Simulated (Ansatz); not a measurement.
The inner images of a band of C2H8AlBOSi (14 atoms, charge 0, multiplicity 1) are given out of order.

Level of theory: RKS PBE-D4/STO-3G in Ansatz 0.2.0.

First end point:

```xyz
14
Properties=species:S:1:pos:R:3
C -0.188 -1.828 0.316
Si 1.161 -0.655 -0.289
C 0.543 1.113 -0.216
B -0.824 1.343 -1.035
O -1.881 1.420 -0.142
Al -0.691 1.507 1.176
H -1.102 -1.741 -0.296
H -0.469 -1.624 1.364
H 0.142 -2.878 0.268
H 1.554 -1.054 -1.636
H 2.326 -0.825 0.573
H 1.380 1.796 -0.446
H -0.991 1.450 -2.202
H -0.972 1.947 2.595
```

Last end point:

```xyz
14
Properties=species:S:1:pos:R:3
C 0.146 -1.866 -1.300
Si 0.848 -0.713 0.013
C 0.095 1.002 -0.039
B -1.450 1.037 0.415
O -1.536 1.555 1.697
Al 0.172 2.027 1.561
H 0.324 -1.472 -2.314
H -0.942 -1.992 -1.178
H 0.611 -2.865 -1.242
H 2.296 -0.637 -0.161
H 0.616 -1.300 1.328
H 0.333 1.466 -1.013
H -2.416 0.711 -0.187
H 0.891 3.018 2.449
```

Problem. Put them in order from the first end to the last, with their energies above the first end.
A.
```xyz
14
Properties=species:S:1:pos:R:3
C -0.159 -1.983 -0.730
Si 1.026 -0.659 -0.104
C 0.317 1.082 -0.189
B -1.289 1.139 -0.070
O -1.635 1.588 1.196
Al 0.075 1.998 1.459
H -0.461 -1.795 -1.773
H -1.078 -2.014 -0.121
H 0.304 -2.984 -0.688
H 2.270 -0.733 -0.862
H 1.358 -1.001 1.278
H 0.753 1.596 -1.063
H -2.110 0.877 -0.880
H 0.616 2.861 2.576
```
B.
```xyz
14
Properties=species:S:1:pos:R:3
C -0.229 -1.937 -0.226
Si 1.146 -0.648 -0.208
C 0.469 1.106 -0.181
B -1.091 1.213 -0.576
O -1.829 1.497 0.563
Al -0.297 1.789 1.419
H -0.829 -1.858 -1.149
H -0.918 -1.821 0.626
H 0.184 -2.958 -0.184
H 1.992 -0.856 -1.377
H 1.980 -0.904 0.965
H 1.159 1.748 -0.757
H -1.612 1.096 -1.632
H -0.138 2.503 2.744
```
C.
```xyz
14
Properties=species:S:1:pos:R:3
C -0.207 -1.969 -0.489
Si 1.099 -0.652 -0.152
C 0.400 1.097 -0.187
B -1.204 1.168 -0.324
O -1.748 1.549 0.893
Al -0.100 1.912 1.456
H -0.658 -1.839 -1.486
H -1.025 -1.926 0.251
H 0.229 -2.981 -0.445
H 2.172 -0.790 -1.129
H 1.683 -0.952 1.154
H 0.970 1.680 -0.931
H -1.888 0.963 -1.268
H 0.263 2.709 2.689
```
D.
```xyz
14
Properties=species:S:1:pos:R:3
C -0.219 -1.890 0.043
Si 1.166 -0.646 -0.255
C 0.516 1.111 -0.191
B -0.963 1.273 -0.815
O -1.873 1.452 0.215
Al -0.498 1.649 1.325
H -0.983 -1.829 -0.750
H -0.729 -1.721 1.007
H 0.168 -2.923 0.052
H 1.783 -0.940 -1.544
H 2.190 -0.856 0.766
H 1.294 1.785 -0.593
H -1.307 1.265 -1.947
H -0.556 2.242 2.715
```
E.
```xyz
14
Properties=species:S:1:pos:R:3
C -0.087 -1.977 -0.972
Si 0.935 -0.679 -0.066
C 0.212 1.051 -0.166
B -1.353 1.113 0.209
O -1.494 1.615 1.494
Al 0.229 2.053 1.450
H -0.219 -1.718 -2.035
H -1.091 -2.068 -0.526
H 0.395 -2.968 -0.923
H 2.294 -0.686 -0.597
H 1.029 -1.085 1.334
H 0.503 1.505 -1.129
H -2.292 0.820 -0.449
H 0.926 2.994 2.406
```

Solution. D (+0.4 kcal/mol), B (+1.3 kcal/mol), C (+1.9 kcal/mol), A (+1.5 kcal/mol), E (+0.6 kcal/mol).

Run time: 2.3 min on 1 thread of Arm Neoverse V1 (shared host), peak memory 0.11 GiB.
